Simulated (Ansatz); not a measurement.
## Worked example: the enthalpy of CH3I + CHI3 → 2 CH2I2

Gas-phase species: CH3I (methyl iodide) `CI`, singlet; CHI3 (iodoform) `IC(I)I`, singlet; CH2I2 `ICI`, singlet. The partners trade H for I; both sit on C, so the bond types are kept.

Shapes, held fixed at every level: PBE0-D4/def2-TZVP. Programs: Ansatz 0.2.0. The zero-point and thermal terms to 298 K, harmonic and unscaled (PBE0-D4/def2-TZVP), stand in the table.

At CCSD(T)/def2-SVP; 1 Eh = 2625.50 kJ/mol:

```
species  energy (Eh)  H(298 K) − E (kJ/mol)  tabulated ΔfH (kJ/mol)
   CH3I  -336.534457                  107.0                   +15.0
   CHI3  -928.879179                   61.4                  +251.0
  CH2I2  -632.708546                   84.7                  +119.5
```

Question: Work out the reaction enthalpy at 298 K from the calculation and from the table of heats.

Answer: 
1. Electronic: 2 × (-632.708546) − [(-336.534457) + (-928.879179)] = -0.003456 Eh = -9.1 kJ/mol.
2. Zero-point and thermal: 2 × (84.7) − [(107.0) + (61.4)] = +1.0 kJ/mol.
3. Computed ΔH = -8.1 kJ/mol.
4. From the heats of formation (Active Thermochemical Tables, CRC Handbook of Chemistry and Physics): 2 × (119.5) − [(15.0) + (251.0)] = -27.0 kJ/mol.
5. Computed less tabulated: +18.9 kJ/mol. Tabulated heats carry uncertainties of their own. The tabulated values of CHI3, CH2I2 are in doubt (older tables, estimates, or at odds with other calculations) and kept here.

For atoms past krypton def2 sets carry core potentials with scalar relativity. Outer-core shells of I are correlated, in sets that cover them unevenly.
